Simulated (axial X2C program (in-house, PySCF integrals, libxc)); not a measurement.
**Worked dissociation energy of NaGa⁻: CCSD, without spin–orbit coupling**

Calculated with an axial X2C code built on PySCF integrals. Spin-free means the one-electron spin-free X2C Hamiltonian. Basis: Ga dyall-acv3z [10s10p8d5f1g], Na dyall-av3z [10s9p5d2f] (cores contracted in-house); Gaussian nuclei, density fitting, unrestricted open shells. Masses: Ga 68.926 u, Na 22.990 u.

Molecular state: M_S = 1/2, Λ = 1 (beyond evenly filled blocks: π+α).

Correlated methods: 5 electrons correlated (number of frozen shells: Ga 3 s, 2 p, 1 d; Na 2 s, 1 p), 331 virtual spin orbitals or spinors in MP2, 82 natural virtuals in coupled cluster.

- E(Ga) (2M_S = 1, M_L = 0): -1942.279766 hartree
- E(Na-) (2M_S = 0, M_L = 0): -162.088113 hartree
- E(NaGa⁻) at Re: -2104.392096 hartree
- ωe: 121.8 cm⁻¹
- ωexe: 0.73 cm⁻¹

(1) Work out De and D0.

The state is a single determinant with fixed occupations, the lowest that a limited PBE0 search found. De is counted from the lowest determinant-based energies of the atoms at the same level, without counterpoise correction. CCSD ran in a truncated set of natural virtual spinors with an MP2 remainder; without triples it tends to underbind. Other states lie close and PBE0, whose exact exchange favours high spin, may order them wrongly; the determinant shown need not be the ground state. The nearest other spin-free determinant of the search, M_S = 3/2, Λ = 0, lies 0.30 eV up at the distance of the search. The determinant is spin-polarised beyond a pure state at some levels (its spin-free form has ⟨S²⟩ too high), which makes Re and μ there less reliable. The T1 diagnostic is large, a sign of multireference character. With the outer-core shells frozen, correlated bond lengths of heavy atoms tend to come out a few hundredths of an ångström too long. Spin-free De lacks the spin–orbit lowering of the heavy p-block atom, a tenth of an eV or more for 4p and 5p, up to an eV for 6p and one to two eV for 7p atoms, less what an open-shell molecule gains itself.

Each atomic determinant is the lowest at this level and need not be a pure term. Totals compare only within one Hamiltonian and basis.

Results:

(1) De = -1942.279766 + (-162.088113) − (-2104.392096) = 0.02422 hartree = 0.659 eV. The zero-point energy is ωe/2 − ωexe/4 = 61 cm⁻¹ = 0.008 eV, so D0 = 0.651 eV.
